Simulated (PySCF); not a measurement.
# Core-level binding energies of `C=CC[C@@H]1CBC[C@H]1F`

Species: C₇H₁₂BF.
SMILES with atom numbers: `[CH2:1]=[CH:2][CH2:3][C@@H:4]1[CH2:5][BH:6][CH2:7][C@H:8]1[F:9]`

Geometry (PBE0-D3(BJ)/def2-SVP, Å), atoms numbered from 1 in this order:
```
atom  x, y, z in Å
C1     3.585   -0.425    0.085
C2     2.372   -0.906    0.359
C3     1.186   -0.812   -0.548
C4     0.038    0.013    0.028
C5    -0.638   -0.521    1.298
B6    -2.079    0.102    1.273
C7    -2.280    0.747   -0.140
C8    -1.119    0.201   -0.953
F9    -0.753    1.014   -2.005
H10    4.411   -0.516    0.795
H11    3.798    0.076   -0.865
H12    2.206   -1.401    1.325
H13    1.486   -0.374   -1.513
H14    0.806   -1.830   -0.762
H15    0.421    1.029    0.239
H16   -0.056   -0.412    2.225
H17   -0.823   -1.615    1.197
H18   -2.881    0.093    2.177
H19   -3.266    0.706   -0.623
H20   -2.075    1.823    0.059
H21   -1.392   -0.780   -1.391
```

Computed with PySCF, delta-SCF UKS SCAN, pcX-2 on the ionised atom, pcseg-1 elsewhere, spin-free X2C. These are vertical core ionisation energies against the vacuum level, from separate self-consistent calculations with and without the core hole.

**Question.** Give the core binding energies atom by atom.

**Answer.** 
| atom(s) | environment | level | binding energy (eV) | above the level's lowest (eV) | count |
| --- | --- | --- | --- | --- | --- |
| C1 | terminal =CH2 carbon | C 1s | 290.04 | 0.00 | 1 |
| C2 | alkene CH carbon | C 1s | 290.45 | +0.41 | 1 |
| C3 | allylic carbon | C 1s | 290.57 | +0.53 | 1 |
| C4 | sp3 CH carbon | C 1s | 290.53 | +0.49 | 1 |
| C5 | sp3 carbon bound to boron | C 1s | 290.20 | +0.16 | 1 |
| C7 | sp3 carbon bound to boron | C 1s | 290.26 | +0.22 | 1 |
| C8 | sp3 C–F carbon | C 1s | 292.59 | +2.55 | 1 |
| F9 | alkyl fluorine | F 1s | 691.94 | 0.00 | 1 |

Lowest listed C 1s: C1, bonded to C (double bond) and 2 H. Highest, 2.55 eV above it: C8, bonded to F, 2 C and H. The values 290.53 and 290.57 eV lie too close for their order to be trusted.

**Question.** Which photon energy gives electrons from C 1s of C2 a kinetic energy of 50 eV, and what is their de Broglie wavelength?

**Answer.** hν = 290.45 + 50 = 340.45 eV, recoil neglected; λ = 12.264 Å/√(E/eV) = 1.73 Å.

Not every level is listed. No level of boron is listed. Geometry: PBE0-D3(BJ)/def2-SVP, one conformer, isolated molecule.
